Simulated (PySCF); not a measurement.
**InN and its ions**

PBE0; basis In aug-cc-pVDZ-PP with ECP28, N aug-cc-pVDZ; scalar-relativistic core potentials; PySCF 2.14. Neutral (UKS): triplet (π ↑↑), Re = 2.237 Å, ωe = 440 cm⁻¹, De = 1.85 eV, HOMO -5.49 eV, LUMO -2.63 eV.

InN⁻ (UKS): doublet (π ↑), Re = 2.066 Å, ωe = 529 cm⁻¹, De = 2.47 eV to In⁻ + N. The energies at the minima are -244.71117 hartree for InN and -244.75192 for InN⁻.

Work out the adiabatic electron affinity, without and with harmonic zero-point energies (1 hartree = 27.2114 eV, 1 eV = 8065.5 cm⁻¹), and the change of the bond length.

At PBE0: 0.04075 hartree = 1.109 eV between the minima; the zero-point term (440.0 − 529.0)/2 cm⁻¹ = -0.006 eV makes it 1.103 eV. Re changes by -17.1 pm against the neutral. The electron enters a π orbital; the charge polarises the partner, so the anion is bound more strongly.

These are scalar-relativistic numbers at best; spin–orbit coupling would shift them, the dissociation energy most. For an ion De counts to the pair picked by the measured ionisation energies or electron affinities, which need not be the lowest pair at this level. The highest Kohn–Sham level is positive in this anion. Much of that is self-interaction error, but it also means that the finite basis helps to hold the extra electron. States were picked by a PBE0 search and need not be the measured ground states.
